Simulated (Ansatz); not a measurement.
`O[Si]([SiH3])(Cl)Br` + CH₃OH → `CO[Si](O)(Cl)Br` + SiH₄  (cleavage of the Si–Si bond)

Gas-phase electronic energies from Ansatz, PBE0-D4/def2-TZVP geometries. CCSD(T)/CBS adds triple-zeta CCSD(T) − MP2 to the extrapolated MP2 energy (def2 sets, frozen cores). This one scheme is used for every species. Functionals use def2-TZVPP. B3LYP here is the variant with VWN-RPA as its local correlation; programs differ in this. For Br outer-core shells are correlated without core-valence functions, which leaves a few kJ/mol of doubt a bond. Scalar relativity is left out up to krypton. One conformer a species, not always the lowest.

Is it downhill or uphill in electronic energy at CCSD(T)/CBS, and by how much? (An estimate is asked.)

The calculation gave: Downhill: ΔE = -115.4 kJ/mol.

What do these levels give: B3LYP-D4, ωB97X-V, r2SCAN, MP2/def2-TZVPP, CCSD(T)/def2-TZVPP, CCSD/CBS(def2)? (Best estimate.)

The calculation gave: B3LYP-D4 -113.7, ωB97X-V -114.8, r2SCAN -113.0, MP2/def2-TZVPP -124.4, CCSD(T)/def2-TZVPP -119.0, CCSD/CBS(def2) -117.3 kJ/mol.

Largest T1 diagnostic among the species: 0.011.

From PBE to PBE0 (25 % exact exchange), in def2-TZVPP and without D4, ΔE moves by −8.3 kJ/mol. In def2-TZVPP, CCSD(T) changes the Hartree–Fock value by +15.3 kJ/mol (the triples alone add +1.9 kJ/mol) and MP2 by +9.9 kJ/mol.
